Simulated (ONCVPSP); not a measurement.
## bromine (Br): one change to an ONCV potential, before and after

```
Element                 : bromine
Generator               : ONCVPSP 4.0.1
Type                    : optimised norm-conserving Vanderbilt (ONCV)
Functional              : PBE
Relativity              : scalar-relativistic
Frozen core             : [Ne]
Valence charge          : 25
Reference configuration : 3s2 3p6 3d10 4s2 4p3.5 (charge +1.5)
Partial waves           : 3s+4s: rc 0.90 bohr, ncon 4, nbas 7, qcut 12 1/bohr, 2 projectors; 3p+4p: rc 1.10 bohr, ncon 3, nbas 7, qcut 10.1 1/bohr, 2 projectors; 3d: rc 1.10 bohr, ncon 4, nbas 8, qcut 13.5 1/bohr, 3 projectors, debl 3.5 Ha
Local potential         : polynomial inside 0.65 bohr (lpopt 5, dvloc0 4 Ha)
Core correction         : none
```

All-electron outer shells of the reference configuration (PBE, scalar-relativistic, ld1.x):

```
shell  level (eV)  outermost node (bohr)  outermost maximum (bohr)
   2s    -1750.70                   0.06                      0.16
   2p    -1546.18                      –                      0.13
   3s     -255.55                   0.23                      0.48
   3p     -190.97                   0.21                      0.48
   3d      -84.16                      –                      0.43
   4s      -35.99                   0.67                      1.39
   4p      -22.72                   0.70                      1.60
```

Change: all radii scaled by about 1.33 (s 1.20, p 1.46, d 1.46 bohr); local potential polynomial inside 0.86 bohr (lpopt 5, dvloc0 4 Ha).

Cutoffs: the cutoffs (Ha) at which the residual kinetic energy of the hardest occupied pseudo-wave falls to 1 and 0.1 mHa per electron; they do not see the model core or the augmentation charge, which bear on the density cutoff. Errors are all-electron minus pseudo energies relative to the spin-unpolarised reference configuration.

Question: What does the change do?

Answer: The potential gets softer (82 Ha and 130 Ha → 64 Ha and 72 Ha); of the 4 tests that both files solve, the error grows in 4 and shrinks in 0 by more than 15 % and 0.3 meV (median size 2.7 → 3.3 meV); neither file shows a bound ghost. A larger radius leaves more room for a smooth pseudo-wave, so fewer plane waves are needed. More of the atom is replaced by a form fitted at one configuration, so other configurations suffer.

```tsv
quantity	base	changed
cutoff, loose	82 Ha	64 Ha
cutoff, tight	130 Ha	72 Ha
loose cutoff by channel	s 61 Ha, p 48 Ha, d 82 Ha	s 37 Ha, p 40 Ha, d 64 Ha
bound ghosts	none	none
GHOST(+) flags under 300 eV	none	none
error for 3s2 3p6 3d10 4s2 4p5, meV [ΔE -22.59 eV]	+3.2	+3.7
error for 3s2 3p6 3d10 4s2 4p4, meV [ΔE -10.04 eV]	+1.5	+1.8
error for 3s2 3p6 3d10 4s2 4p3, meV [ΔE 12.73 eV]	-2.1	-2.9
error for 3s2 3p6 3d10 4s2 4p2, meV [ΔE 46.71 eV]	-8.4	-13
```
